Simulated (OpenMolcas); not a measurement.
Ti3+ in a ligand field

Ti3+ with 6 ligands (chloride) in trigonal prismatic coordination (D3h) at 2.37 Å, a polar angle of 45.7° against the regular 49.1°. A charge of +0.5 e stands 2.6 Å behind each ligand. Ligand basis ANO-RCC-VDZP.
```
Ti    0.0000    0.0000    0.0000
Cl    1.6951    0.0000    1.6563
Cl   -0.8476    1.4680    1.6563
Cl   -0.8476   -1.4680    1.6563
Cl    1.6951    0.0000   -1.6563
Cl   -0.8476    1.4680   -1.6563
Cl   -0.8476   -1.4680   -1.6563
```

| Quantity | Value |
| --- | --- |
| Program | OpenMolcas 26.06 |
| Method | SS-CASPT2, IPEA 0.25 Eh, imaginary shift 0.1 Eh (closed shells correlated: 3s 3p and the ligand valence shells) |
| Basis | ANO-RCC-VTZP [6s5p3d2f1g] |
| Scalar Hamiltonian | DKH2, point nucleus |
| Active space | 1 electron in 5 orbitals (3d) |
| State averaging | 2S+1 = 2 even, 5 roots |
| Spin-orbit coupling | RASSI with atomic mean-field integrals over the reference wave functions |

The lowest spin-free states (labels of D3, the rotations of D3h), above the lowest:

```
State  Degeneracy  E (cm-1)
  2A1           1         0
   2E           2      1310
   2E           2     11340
```

The lowest levels with spin-orbit coupling:

| E (cm-1) | Degeneracy | Label | 2S+1 | g |
| --- | --- | --- | --- | --- |
| 0 | 2 | E1/2 | 2 | 1.95 1.95 2.00 |
| 1180 | 2 | E3/2 | 2 | 0.00 0.00 1.57 |
| 1430 | 2 | E1/2 | 2 | 0.00 0.00 5.57 |
| 11280 | 2 | E1/2 | 2 | 0.06 0.06 0.42 |
| 11400 | 2 | E3/2 | 2 | 0.00 0.00 3.58 |

Electric-dipole absorption from the lowest level at this geometry, strongest bands:

```json
{"E (cm-1)": "1180", "λ (nm)": "8440", "Label": "E3/2", "f": "2.79e-06"}
{"E (cm-1)": "1430", "λ (nm)": "7000", "Label": "E1/2", "f": "3.38e-06"}
```

Powder χT (cm3 K/mol): 0.363 at 2 K, 0.363 at 10 K, 0.366 at 50 K, 0.369 at 100 K, 0.376 at 200 K, 0.383 at 300 K. The effective moment at 300 K is 2.828 √(χT) = 1.75 μB.

The lowest level has 2S+1 = 2, for which the spin-only value is χT = S(S+1) / 2 = 0.375 cm3 K/mol (g = 2). The computed 0.383 at 300 K differs by +0.008, through orbital momentum, spin-orbit coupling and any other state in reach.

Roots that are degenerate in the reference are averaged as groups; the widest CASPT2 spread within a group is 200 cm-1 (the 2-fold group of multiplicity 2 near 1310 cm-1 above the lowest state of its run). Shifts and gaps below about the spread of the groups concerned are not significant. Over all roots computed the reference weight is 0.67; a low but even weight reflects the number of correlated electrons. Ligand-to-metal charge-transfer states are missing. The distance lies 2 % under the 2.43 Å that this model takes as the normal distance (a Shannon-type radius plus a fixed donor radius); by an R⁻⁵ law this alone changes a d-shell field by about +13 %. No measured value stands beside these numbers; the geometry was imposed, not optimised, and the real ion may take another.

The CASPT2 steps took 88 s on 1 thread of Arm Neoverse V1, on a shared host; the integral step is not counted.
